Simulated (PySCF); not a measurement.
Method: TPSSh-D3(BJ)/def2-TZVP // BP86-D3(BJ)/def2-SVP in PySCF. Isolated molecules, 0 K electronic values unless said otherwise. One relaxed conformer stands for a flexible species; it need not be the lowest. 

Reference species: [W(=O)(NH2)4] (neutral, multiplicity 1).

```
Quantity               Value
-------------------  -------
coordination number        5
HOMO–LUMO gap        4.08 eV
```

Changed species: [Ti(NH2)4] (M = Ti; the reference has M = W, oxo).

Problem. Predict the effect on the coordination number and HOMO–LUMO gap.

Solution. the coordination number falls by 1, to 4; the HOMO–LUMO gap increases by 0.70 eV, to 4.78 eV.
